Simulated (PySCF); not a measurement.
# Radial density of Ta (tantalum, neutral)

r2SCAN, [Xe] 4f14 5d3 6s1 6p1, one real determinant (an excited configuration). Calculation: PySCF 2.14, in x2c-TZVPPall with one added diffuse shell each of s, p, d, f type (12s8p8d4f1g, 113 functions); the spin-free X2C one-electron Hamiltonian (Gaussian nucleus).

```json
{"r (bohr)": "0.0139", "4πr²ρ (e/bohr)": "100.6", "4πr²(ρα − ρβ)": "0.0014"}
{"r (bohr)": "0.0234", "4πr²ρ (e/bohr)": "87.48", "4πr²(ρα − ρβ)": "-0.0007"}
{"r (bohr)": "0.0394", "4πr²ρ (e/bohr)": "112.7", "4πr²(ρα − ρβ)": "0.0109"}
{"r (bohr)": "0.0663", "4πr²ρ (e/bohr)": "129.4", "4πr²(ρα − ρβ)": "0.0545"}
{"r (bohr)": "0.112", "4πr²ρ (e/bohr)": "103.2", "4πr²(ρα − ρβ)": "0.1220"}
{"r (bohr)": "0.188", "4πr²ρ (e/bohr)": "113.3", "4πr²(ρα − ρβ)": "0.0084"}
{"r (bohr)": "0.316", "4πr²ρ (e/bohr)": "61.23", "4πr²(ρα − ρβ)": "0.1364"}
{"r (bohr)": "0.531", "4πr²ρ (e/bohr)": "62.36", "4πr²(ρα − ρβ)": "0.0443"}
{"r (bohr)": "0.893", "4πr²ρ (e/bohr)": "20.41", "4πr²(ρα − ρβ)": "0.4761"}
{"r (bohr)": "1.50", "4πr²ρ (e/bohr)": "7.847", "4πr²(ρα − ρβ)": "1.6097"}
{"r (bohr)": "2.53", "4πr²ρ (e/bohr)": "1.750", "4πr²(ρα − ρβ)": "1.4614"}
{"r (bohr)": "4.25", "4πr²ρ (e/bohr)": "0.6034", "4πr²(ρα − ρβ)": "0.6017"}
{"r (bohr)": "7.15", "4πr²ρ (e/bohr)": "0.06361", "4πr²(ρα − ρβ)": "0.0635"}
{"r (bohr)": "12.0", "4πr²ρ (e/bohr)": "0.0007568", "4πr²(ρα − ρβ)": "0.0008"}
```

Densities and radii are taken from the X2C orbitals without a picture-change correction, which distorts them close to the nucleus.

⟨L²⟩ = 14.02 against 20 for a pure G term, so this real determinant mixes terms. Spin-orbit coupling, absent here, splits the open shell strongly.
